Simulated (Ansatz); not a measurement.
A series at Si: from `[AlH2][O][SiH3]`, ligands are replaced one by one, each step taking up H₂O and setting free H₂; n counts the steps. Ansatz, PBE0-D4/def2-TZVP geometries. Each molecule was computed in one conformer, which needn't be the lowest.

| n | molecule | HOMO energy, ωB97M-V/def2-TZVPP (eV) |
| --- | --- | --- |
| 0 | `[AlH2][O][SiH3]` | ? |
| 1 | `O[SiH2][O][AlH2]` | -10.57 |
| 2 | `O[SiH](O)[O][AlH2]` | -10.62 |
| 3 | `O[Si](O)(O)[O][AlH2]` | -10.54 |

Problem. By hand: fit a straight line y = ȳ + b (n − n̄) to the 3 given rows and predict n = 0.

Solution. n̄ = 2.000, ȳ = -10.577; Σ(n − n̄)(y − ȳ) = 0.030, Σ(n − n̄)² = 2.000, so b = 0.015 eV a step. Prediction: -10.577 + (0.015) × (-2.000) = -10.61 eV.

Problem. By hand: compare with the computed value, -10.48 eV, and give the steps along the whole series.

Solution. The line misses by 0.13 eV (computed minus predicted). Steps: -0.09, -0.05, 0.08 eV.

The steps change sign along the series, so a line is a poor guide. The highest orbital can change its character along such a series. The miss is 92.9 % of the series' range.
